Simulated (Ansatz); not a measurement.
Consider the redistribution: `F[SiH2]S[SiH2]Cl` + `C=C[SiH2]B(O)Cl` → `C=C[SiH](F)S[SiH2]Cl` + `OB([SiH3])Cl`.

Isolated molecules relaxed with PBE0-D4/def2-TZVP in Ansatz; ΔE leaves out vibrations. CCSD(T)/CBS adds triple-zeta CCSD(T) − MP2 to the extrapolated MP2 energy (def2 sets, frozen cores). DFT in def2-TZVPP. B3LYP here is the variant with VWN-RPA as its local correlation; programs differ in this. Each species was taken in one conformer, which may not be the lowest.

```csv
level,ΔE (kJ/mol),difference from CCSD(T)/CBS
r2SCAN-D4,-23.6,-2.5
B3LYP-D4,-24.2,-3.1
ωB97X-V,-22.0,-0.9
ωB97M-V,-22.5,-1.4
PBE0,-19.7,1.4
B3LYP,-19.1,2.0
CCSD/def2-TZVPP,-20.8,0.3
HF/def2-QZVPP,-19.3,1.8
MP2/CBS(def2),-21.6,-0.5
CCSD/CBS(def2),-20.7,0.4
CCSD(T)/CBS,-21.1,0
```

Largest T1 diagnostic among the species: 0.013.

The D4 term adds −5.1 kJ/mol with B3LYP and −3.1 kJ/mol with PBE0; it sums over pairs of atoms, weighted by their polarisabilities, and B3LYP, whose exchange is more repulsive, gets the larger term.
